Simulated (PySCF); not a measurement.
## MS for M along the 3d metals

r²SCAN with triple-zeta basis sets in PySCF, for the lowest determinant that a PBE0 search found; no spin–orbit coupling. De refers to high-spin ground-configuration atoms. A positive dipole means M(−)S(+).

| M | basis | state (unpaired electrons) | Re (Å) | ωe (cm⁻¹) | De (eV) | μ (D) |
| --- | --- | --- | --- | --- | --- | --- |
| Sc | def2-TZVPP | doublet (σ ↑) | 2.130 | 577 | 5.39 | -5.19 |
| Ti | def2-TZVPP | triplet (σ ↑, δ ↑) | 2.077 | 572 | n/a | -5.21 |
| V | x2c-TZVPPall | quartet (σ ↑, δ ↑↑) | 2.046 | 549 | n/a | -5.15 |
| Mn | def2-TZVPP | sextet (σ ↑, π ↑↑, δ ↑↑) | 2.042 | 517 | 3.87 | -5.43 |
| Fe | x2c-TZVPPall | quintet (σ ↑, π ↑↑, δ ↑) | 1.994 | 537 | n/a | -4.96 |
| Co | def2-TZVPP | quartet (π ↑↑, δ ↑) | 1.968 | 536 | n/a | -4.39 |
| Ni | x2c-TZVPPall | triplet (π ↑↑) | 1.939 | 542 | n/a | -3.77 |
| Cu | def2-TZVPP | doublet (π ↑) | 2.046 | 425 | 3.07 | -4.04 |
| Zn | def2-TZVPP | singlet (closed shell) | 2.040 | 477 | 1.61 | -5.21 |

Q: By what factor does the bond length vary along the series?

A: At r²SCAN it runs from 2.040 Å (ZnS) to 2.130 Å (ScS), a factor of 1.04.

The rows differ in basis set, which adds steps of its own.

The state changes along the series, so neighbouring rows are not always alike in their bonding.

De is left out where the level can put another filling of the metal’s s and d shells below the measured ground configuration, by anything from nothing to about 1 eV. The metal atom is held in its measured ground configuration; semilocal functionals can put another filling of s and d lower by some tenths of an eV, and De to that atom would be smaller.
